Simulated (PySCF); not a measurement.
# Gas-phase XPS of dibromosilane, computed

Species: dibromosilane, Br₂H₂Si.
Bonds: Br1–Si2, Si2–Br3. Hydrogens: H4, H5 on Si2.

Method: delta-SCF UKS SCAN, pcX-2 on the ionised atom, pcseg-1 elsewhere, spin-free X2C (PySCF 2.14.0). Binding energies are ΔSCF values: E(core-ionised, relaxed orbitals) − E(ground state) at a fixed geometry, referred to the vacuum level.

Problem. What binding energy does each computed site have?

Solution. 
```json
{"atom(s)": "Si2", "environment": "SiH2 silicon", "level": "Si 2p3/2", "binding energy (eV)": "108.70", "2p1/2 (eV)": "109.32", "count": "1"}
{"atom(s)": "Si2", "environment": "SiH2 silicon", "level": "Si 1s", "binding energy (eV)": "1848.65", "2p1/2 (eV)": "–", "count": "1"}
```

Problem. Which photon energy gives electrons from Si 2p3/2 of Si2 a kinetic energy of 20 eV, and what is their de Broglie wavelength?

Solution. hν = 108.70 + 20 = 128.70 eV, recoil neglected; λ = 12.264 Å/√(E/eV) = 2.74 Å.

For 2p shells one spin-free hole was relaxed; a mean-field spin–orbit operator and the ground-state splitting of the three 2p orbitals were then diagonalised within the shell. The shell's mean is (2 × 2p3/2 + 2p1/2)/3, and the degeneracies 2j + 1 give areas of 2:1. 2p1/2 minus 2p3/2 (ligand field included): Si 0.63 eV. No level of bromine is listed. Geometry: PBE0-D3(BJ)/def2-SVP; no solvent, vibrations or thermal averaging.

On x86-64 server, one thread, no GPU, on a shared host, this took 7.6 s.
